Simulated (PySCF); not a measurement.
trans-ethylamine (C2H7N), singlet, geometry from GFN2-xTB, with bond 8-2 at 1.8 times its length. Base run: CASSCF(2,3)/6-31G* run with PySCF.

PySCF was given this input:
```python
from pyscf import gto, scf, mcscf
import numpy

mol = gto.M(
    atom='''
C     1.213476   -0.334892   -0.000539
C    -0.015114    0.579597   -0.000651
N    -1.290446   -0.114699    0.001112
H     2.125830    0.255879   -0.001908
H     1.214788   -0.970561    0.883829
H     1.213446   -0.972580   -0.883454
H     0.006256    1.221171   -0.885941
H     0.025771    1.738067    1.590169
H    -1.361863   -0.710282    0.820130
H    -1.363106   -0.712151   -0.816435
''',
    basis='6-31g*',
    charge=0,
    spin=0,
    verbose=4,
)

mf = scf.RHF(mol)
mf.kernel()
mc = mcscf.CASSCF(mf, 3, 2)
mc.fix_spin_(ss=0.0)
mc.kernel()
occ = numpy.linalg.eigvalsh(mc.fcisolver.make_rdm1(mc.ci, mc.ncas, mc.nelecas))[::-1]
ss = mc.fcisolver.spin_square(mc.ci, mc.ncas, mc.nelecas)[0]
print('natural occupations', occ.round(4), ' <S^2>', round(ss, 4))
```

Each row names what was changed in the base input (with any setting that the change needs).

| change | ΔE vs base (mEh) | natural occupations | <S^2> of the state |
|---|---|---|---|
| base | 0.000 | 1.81 0.19 0.00 | 0.00 |
| active space = 4 electrons, 3 orbitals | 0.429 | 2.00 1.81 0.19 | 0.00 |
| correction = SC-NEVPT2 | -408.5 | 1.81 0.19 0.00 | 0.00 |
| start = MP2 natural orbitals | 0.000 | 1.81 0.19 0.00 | 0.00 |
| active space = 2 electrons, 2 orbitals | 0.789 | 1.81 0.19 | 0.00 |
| active space = 6 electrons, 4 orbitals | 0.392 | 2.00 2.00 1.81 0.19 | 0.00 |
| solver = newton | 0.000 | 1.81 0.19 0.00 | 0.00 |
| active space = 2 electrons, 4 orbitals | -0.422 | 1.81 0.19 0.00 0.00 | 0.00 |
| conv_tol = 1e-5 | 0.000 | 1.81 0.19 0.00 | 0.00 |
| orbitals = fixed (CASCI) | 26.271 | 1.89 0.11 0.00 | 0.00 |
| state_average = 2 states | 8.628 | - | - |

Active orbitals are taken around the Fermi level unless the row says otherwise; CASSCF can end in different local minima, and two programs can end on different orbitals. State-averaged rows give the lowest state.
